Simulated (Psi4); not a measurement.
C$_{6}$H$_{15}$N, septet, at the geometry of the source list (a higher spin typed on purpose: for a closed-shell molecule this is an excited state); MP2/6-31G (Psi4 1.11).

Psi4 was given this input:
```
memory 2 GB

molecule mol {
0 7
C     2.298900    0.928500    0.336500
C     1.214500   -0.126600    0.119400
C     1.671400   -1.139200   -0.936500
N    -0.036100    0.486500   -0.314400
C    -1.220000    0.182600    0.466300
C    -2.338200    1.132600    0.044500
C    -1.643900   -1.266500    0.217400
H     2.485200    1.465400   -0.591700
H     1.994600    1.643400    1.099700
H     3.227200    0.460600    0.656200
H     1.054800   -0.657700    1.071100
H     0.902100   -1.887500   -1.098200
H     2.586100   -1.635000   -0.621100
H     1.852100   -0.626300   -1.877400
H     0.075900    1.491200   -0.396800
H    -1.038000    0.309800    1.554800
H    -2.519400    1.027800   -1.022200
H    -2.066200    2.166500    0.250500
H    -3.255100    0.904900    0.582000
H    -0.888600   -1.958400    0.579900
H    -2.578900   -1.479700    0.729000
H    -1.778400   -1.422900   -0.849100
}

set {
  basis 6-31g
  reference uhf
}

energy('mp2')
print_variables()
```

Question: What does Psi4 print? Leave out banner, timings and long lists.

Answer: 
```
    SCF Algorithm Type (re)set to DF.

   => Loading Basis Set <=

    Name: 6-31G
    Role: ORBITAL
    Keyword: BASIS

         ---------------------------------------------------------
                                   SCF
               by Justin Turney, Rob Parrish, Andy Simmonett
                          and Daniel G. A. Smith
                              UHF Reference
         ---------------------------------------------------------

  ==> Geometry <==

    Molecular point group: c1
    Full point group: C1

    Geometry (in Angstrom), charge = 0, multiplicity = 7:

       Center              X                  Y                   Z               Mass
    ------------   -----------------  -----------------  -----------------  -----------------
         C            2.305419879195     0.897350544621     0.349990293450    12.000000000000
         C            1.221019879195    -0.157749455379     0.132890293450    12.000000000000
         C            1.677919879195    -1.170349455379    -0.923009706550    12.000000000000
         N           -0.029580120805     0.455350544621    -0.300909706550    14.003074004430
         C           -1.213480120805     0.151450544621     0.479790293450    12.000000000000
         C           -2.331680120805     1.101450544621     0.057990293450    12.000000000000
         C           -1.637380120805    -1.297649455379     0.230890293450    12.000000000000
         H            2.491719879195     1.434250544621    -0.578209706550     1.007825032230
         H            2.001119879195     1.612250544621     1.113190293450     1.007825032230
         H            3.233719879195     0.429450544621     0.669690293450     1.007825032230
         H            1.061319879195    -0.688849455379     1.084590293450     1.007825032230
         H            0.908619879195    -1.918649455379    -1.084709706550     1.007825032230
         H            2.592619879195    -1.666149455379    -0.607609706550     1.007825032230
         H            1.858619879195    -0.657449455379    -1.863909706550     1.007825032230
         H            0.082419879195     1.460050544621    -0.383309706550     1.007825032230
         H           -1.031480120805     0.278650544621     1.568290293450     1.007825032230
         H           -2.512880120805     0.996650544621    -1.008709706550     1.007825032230
         H           -2.059680120805     2.135350544621     0.263990293450     1.007825032230
[...]
  @DF-UHF Final Energy:  -289.20379184736487
    Total Energy =                       -289.2037918473648688
[...]
 Magnitude           :                                                    2.1159194

 ------------------------------------------------------------------------------------

  //>>>>>>>>>>>>>>>>>>>>>>>>>>>>>>>>>>>//
  //               DFMP2               //
  //<<<<<<<<<<<<<<<<<<<<<<<<<<<<<<<<<<<//

   => Loading Basis Set <=

    Name: (6-31G AUX)
    Role: RIFIT
    Keyword: DF_BASIS_MP2

	 --------------------------------------------------------
	                          DF-MP2
	      2nd-Order Density-Fitted Moller-Plesset Theory

	        Rob Parrish, Justin Turney, Andy Simmonett,
	           Ed Hohenstein, and C. David Sherrill
	 --------------------------------------------------------

	 --------------------------------------------------------
	                 NBF =    93, NAUX =   602
	 --------------------------------------------------------
	   CLASS    FOCC     OCC    AOCC    AVIR     VIR    FVIR
	   ALPHA       0      32      32      61      61       0
	    BETA       0      26      26      67      67       0
	 --------------------------------------------------------

	-----------------------------------------------------------
	 ==================> DF-MP2 Energies <====================
	-----------------------------------------------------------
	 Reference Energy          =    -289.2037918473648688 [Eh]
	 Singles Energy            =      -0.0000000000000000 [Eh]
	 Same-Spin Energy          =      -0.1494405851894079 [Eh]
	 Opposite-Spin Energy      =      -0.4905237260575804 [Eh]
	 Correlation Energy        =      -0.6399643112469884 [Eh]
	 Total Energy              =    -289.8437561586118818 [Eh]
	-----------------------------------------------------------
	 ================> DF-SCS-MP2 Energies <==================
	-----------------------------------------------------------
	 SCS Same-Spin Scale       =       0.3333333333333333 [-]
	 SCS Opposite-Spin Scale   =       1.2000000000000000 [-]
	 SCS Same-Spin Energy      =      -0.0498135283964693 [Eh]
	 SCS Opposite-Spin Energy  =      -0.5886284712690965 [Eh]
	 SCS Correlation Energy    =      -0.6384419996655657 [Eh]
	 SCS Total Energy          =    -289.8422338470304567 [Eh]
	-----------------------------------------------------------

  Variable Map:
  ----------------------------------------------------------------------------
[...]
  Array Variable Map:
  ----------------------------------------------------------------------------
[...]
[...]
```
